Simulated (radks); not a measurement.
Values are calculated unless marked as measured or tabulated.
Species: Lu2+. Configuration: [Xe] 4f14 6s1. Code: a radial shooting solver on a logarithmic mesh with Libxc functionals. Model: Dirac Kohn-Sham, LDA (Slater exchange, Perdew-Wang correlation), spin-unpolarised, spherical densities, point nucleus.

X-ray form factor f0, the Fourier transform of the density (f0(0) = 69):

sin(theta)/lambda (1/angstrom)  f0 (electrons)
0.05                                    68.238
0.1                                     66.181
0.15                                    63.311
0.2                                     60.043
0.25                                    56.631
0.3                                     53.228
0.4                                     46.842
0.5                                     41.323
0.6                                     36.667
0.8                                     29.332
1                                       23.997
1.25                                    19.545
1.5                                     16.778
2                                       13.262
